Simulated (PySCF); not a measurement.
# Correlation energy of Ca (calcium, neutral)

[Ar] 4s2, closed-shell 1S. All numbers are calculated (PySCF 2.14, the spin-free X2C one-electron Hamiltonian (Gaussian nucleus), in aug-cc-pVDZ-X2C (6s5p3d, 36 functions)). Frozen: [Ar]; 2 electrons correlated.

Total MP2 correlation energy: -17.55 mhartree.

Same-spin part 0.00 and opposite-spin part -17.55 mhartree; SCS-MP2 scales them by 1/3 and 6/5 to -21.06 mhartree.

With two correlated electrons CCSD is exact within the correlated space (frozen core and kept virtual orbitals).

```json
{"level": "CCSD", "correlation energy (mhartree)": "-27.93"}
```

Diagnostics: T1 = 0.016, D1 = 0.0223, largest double amplitude 0.077.

Task: Is a single reference adequate?

Result: Mostly. T1 lies below 0.03, but a double amplitude of this size points to a near-degeneracy that CCSD handles and MP2 describes poorly.
